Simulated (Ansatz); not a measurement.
A run for Ansatz (an electronic-structure program): R-B3LYP/def2-TZVPP on C4H8O (SMILES CCCC=O).

Ansatz 0.2 input:
```yaml
crystal:
  periodic: [false, false, false]
  atoms:
    - {symbol: C, position_ang: [-1.38650970, 0.61896893, -0.70250275]}
    - {symbol: C, position_ang: [-0.55606419, 0.06521731, 0.45337050]}
    - {symbol: C, position_ang: [0.61279163, -0.79822913, -0.00858164]}
    - {symbol: C, position_ang: [1.75192823, -0.04987143, -0.64837707]}
    - {symbol: O, position_ang: [1.84214151, 1.14833672, -0.72120343]}
    - {symbol: H, position_ang: [-2.22192734, 1.21518377, -0.33220364]}
    - {symbol: H, position_ang: [-1.80024010, -0.18998824, -1.31033964]}
    - {symbol: H, position_ang: [-0.78239016, 1.25546918, -1.34892483]}
    - {symbol: H, position_ang: [-1.19298422, -0.53255339, 1.10994144]}
    - {symbol: H, position_ang: [-0.16858908, 0.89050006, 1.05450531]}
    - {symbol: H, position_ang: [0.28872460, -1.57057677, -0.71772173]}
    - {symbol: H, position_ang: [1.05499563, -1.35526095, 0.82824277]}
    - {symbol: H, position_ang: [2.55812318, -0.69719604, -1.05685896]}
basis:
  gaussian:
    orbitals: def2-TZVPP
hamiltonian:
  xc: {name: B3LYP}
scf: {lower_state_search: off}
```

Predict the final total energy.

-232.5577 hartree.
